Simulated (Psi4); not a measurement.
C2, singlet, geometry from GFN2-xTB. Base run: Psi4 with PBE/STO-3G.

Geometry (Å):
```xyz
2

C      0.0000     0.0000    -0.5803
C      0.0000     0.0000     0.5803
```
Charge 0, spin multiplicity 1.
All else is at Psi4's defaults (density fitting).

Each row names what was changed in the base input (with any setting that the change needs).

| change | basis functions | E (Eh) |
|---|---|---|
| base | 10 | -74.81858 |
| basis = cc-pVDZ-DK; relativity = none (with scf_type pk) | 28 | -75.78131 |
| basis = cc-pVTZ-DK; relativity = spin-free X2C (with scf_type pk) | 60 | -75.83537 |
| basis = cc-pVDZ-DK; relativity = spin-free X2C (with scf_type pk) | 28 | -75.81287 |
| basis = cc-pVTZ-DK; relativity = none (with scf_type pk) | 60 | -75.80391 |

Total energies compare only within one method and basis.

Basis sets contracted for a relativistic Hamiltonian are a mismatch without it, so the rows without relativity aren't non-relativistic limits. No row has spin-orbit coupling; sets with core potentials leave out the core electrons.
